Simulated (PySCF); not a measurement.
**A search over the determinants of RbBr**

Unrestricted PBE0; PySCF, spin-free X2C with a Gaussian nucleus, basis sets Rb x2c-TZVPall, Br x2c-TZVPall. Outer shells of the fragments: Rb 5s1; Br 3d10 4s2 4p5.

Followed along the bond (rough minima from three points):

```json
{"2Ms+1": "1", "unpaired": "none", "⟨S²⟩ at the start": "0.00", "R at minimum (Å)": "2.95", "Te (eV)": "0.00"}
{"2Ms+1": "3", "unpaired": "σ ↑, π ↑", "⟨S²⟩ at the start": "2.00", "R at minimum (Å)": "none in the scan", "Te (eV)": "≤ 3.98"}
```

Solutions found at the starting distance of 3.175 Å, counted from the lowest of them; the search is not exhaustive and high or unbound solutions are not listed, so other states can lie among these:

| 2Ms+1 | unpaired | term | E (eV) | ⟨S²⟩ | ⟨Lz²⟩ | μ (D) |
| --- | --- | --- | --- | --- | --- | --- |
| 1 | none | ¹Σ⁺ | 0.00 | 0.00 | 0.00 | -11.82 |
| 3 | σ ↑, π ↑ | ³Π | 3.99 | 2.00 | 1.01 | 1.82 |
| 1 | σ ↓, π ↑ | mixed | 4.00 | 1.00 | 1.01 | 2.07 |
| 3 | σ ↑↑ | ³Σ⁺ | 4.14 | 2.00 | 0.00 | 2.01 |
| 3 | π ↑↑ | mixed | 5.16 | 2.00 | 2.01 | 1.11 |
| 3 | π ↑↑ | mixed | 5.21 | 2.00 | 2.01 | 2.12 |
| 3 | σ ↑, π ↑ | ³Π | 5.41 | 2.00 | 1.00 | 2.24 |
| 3 | π ↑, δ ↑ | mixed | 5.84 | 2.00 | 5.01 | 0.87 |

A term symbol is given only where ⟨S²⟩ and ⟨Lz²⟩ are close to those of a pure state; real π, δ and φ orbitals otherwise mix terms. A positive dipole means Rb(−)Br(+).

The measured ground state is X ¹Σ+ (Huber and Herzberg, Constants of Diatomic Molecules (1979)).

Counting both spins, an empty level lies below a filled one in some of these solutions, because spin and occupation are held.
